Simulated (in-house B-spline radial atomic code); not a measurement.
Radial electron density of the iodine ion I⁴⁺, [Kr] 4d10 5s2 5p1. Method: scalar-relativistic (X2C) r2SCAN0, spin-polarised, spherical fractional occupations, exact exchange averaged over the configuration, Fermi nucleus of rms radius 4.75 fm. Calculated with a B-spline radial code for spherical atoms.

One-electron X2C: radii and densities carry no picture-change correction, so inner-shell <1/r> comes out high (for 1s by about 2 % at Z = 33, 5 % at 54, 10 % at 75, 30 % at 118) and <r> low.

Columns: r (bohr), 4πr²n(r) (electrons per bohr), bar.

```
0.000872    2.315 #
 0.00108     3.24 ##
 0.00133    4.475 ##
 0.00163    6.104 ###
 0.00202    8.408 ####
 0.00249    11.39 ######
 0.00306    15.21 ########
 0.00378     20.2 ##########
 0.00466    26.31 #############
 0.00574    33.55 #################
 0.00708    41.81 #####################
 0.00873    50.51 #########################
  0.0108    58.91 #############################
  0.0133    65.49 ################################
  0.0164    69.18 ##################################
  0.0202    69.13 ##################################
  0.0249    65.76 #################################
  0.0307    61.26 ##############################
  0.0378    59.44 #############################
  0.0466    63.68 ################################
  0.0575    74.14 #####################################
  0.0709    85.35 ##########################################
  0.0874    88.91 ############################################
   0.108     80.7 ########################################
   0.133     67.8 ##################################
   0.164    62.91 ###############################
   0.202    69.74 ###################################
   0.249    74.73 #####################################
   0.307    63.01 ###############################
   0.379    39.86 ####################
   0.467    25.16 ############
   0.576    25.46 #############
    0.71    28.29 ##############
   0.875     23.4 ############
    1.08    14.15 #######
    1.33    7.308 ####
    1.64    3.965 ##
    2.02    2.245 #
    2.49    1.022 #
    3.08   0.2984 
    3.79   0.0522 
    4.68 0.004627 
    5.76 0.0001997 
    7.11 3.318e-06
```

On this grid the curve has 4 maxima, near 0.0164, 0.0874, 0.249, 0.71 bohr.

The 5s down radial function P(r) = rR(r), positive near the nucleus:

```csv
r (bohr),P
0.000377,0.01494
0.000574,0.02098
0.000872,0.02926
0.00133,0.04063
0.00202,0.05556
0.00306,0.07437
0.00466,0.09683
0.00708,0.1195
0.0108,0.1346
0.0164,0.1268
0.0249,0.07504
0.0378,-0.03348
0.0575,-0.1658
0.0874,-0.2008
0.133,-0.006007
0.202,0.2793
0.307,0.1762
0.467,-0.3437
0.71,-0.3544
1.08,0.4314
1.64,0.8882
2.49,0.5243
3.79,0.1001
5.76,0.004342
```
